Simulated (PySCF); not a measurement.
# Reading the logs of faulty runs: BFH3OSi cation

These are calculations, not measurements. They come from PySCF 2.14.0, an open-source quantum chemistry program, on an isolated molecule that a program drew, which may never have been made. The molecule is BFH3OSi cation (charge +1, singlet), drawn as the SMILES string `OB(F)[SiH2+]`.

Each row is a Hartree-Fock (HF) and frozen-core CCSD(T) single point in the cc-pV(D+d)Z basis, meant for a local HF minimum. Run 1 is clean. Each other run has one planted mistake out of seven kinds, and not every kind appears here: one electron removed, one electron added, multiplicity raised by two, geometry at a saddle point, minimal basis STO-3G, one bond length entered in bohr, all coordinates scaled. The reference is restricted for singlets and unrestricted otherwise, and also for a bond in bohr. Adding or removing an electron swaps singlet and doublet. Electrons count all cores. HOMO and LUMO are orbital energies over both spins, the gradient is its largest component, and the lowest frequency (negative if imaginary) is given only where the gradient is small. Bond lengths are over the 6 bonds as drawn. T1 is the CCSD diagnostic: over 0.02 (restricted) or 0.045 (unrestricted) a single reference is doubtful.

Geometry of the clean run:
```xyz
7
BFH3OSi cation, angstrom
O    -0.5596   -1.9107   -0.0532
B    -0.7997   -0.6249   -0.0359
F    -1.1261    0.0556   -1.1030
Si   -0.7229    0.6165    1.6487
H    -0.3245   -2.3916    0.7276
H    -0.9953    2.0521    1.5418
H    -0.4030    0.1479    3.0017
```

| run | electrons | basis functions | <S^2> | HOMO (eV) | LUMO (eV) | gradient (hartree/bohr) | lowest frequency (cm^-1) | mean bond (Å) | longest bond (Å) | T1 | HF (hartree) | CCSD(T) (hartree) | mistake |
|---|---|---|---|---|---|---|---|---|---|---|---|---|---|
| 1 | 38 | 80 | 0.000 | -18.22 | -6.59 | 1.8e-05 | 56 | 1.4313 | 2.094 | 0.0161 | -489.47360 | -490.04397 | no fault |
| 2 | 38 | 27 | 0.000 | -15.66 | -3.17 | 3.9e-02 | - | 1.4313 | 2.094 | 0.0185 | -483.47764 | -483.65709 | minimal basis STO-3G |
| 3 | 38 | 80 | 2.010 | -15.07 | -8.91 | 7.6e-02 | - | 1.4313 | 2.094 | 0.0228 | -489.36377 | -489.93523 | ? |
| 4 | 39 | 80 | 0.768 | -7.92 | 1.35 | 5.4e-02 | - | 1.4313 | 2.094 | 0.0145 | -489.73944 | -490.32123 | ? |

**Which mistake was planted in run 3, and what did it cost?**

Electrons, basis and geometry are unchanged, and <S^2> is 2.010, beside S(S+1) = 2.00 for a multiplicity of 3. So the mistake is: multiplicity raised by two. Subtracting run 1 and multiplying by 627.51 kcal/mol a hartree, the energy moved by 68.9 kcal/mol in HF and 68.2 kcal/mol in CCSD(T).

**Which mistake was planted in run 4, and what did it cost?**

It counts 39 electrons, one more than the clean run, at the same geometry and basis. So the mistake is: one electron added. Subtracting run 1 and multiplying by 627.51 kcal/mol a hartree, the energy moved by -166.8 kcal/mol in HF and -174.0 kcal/mol in CCSD(T).

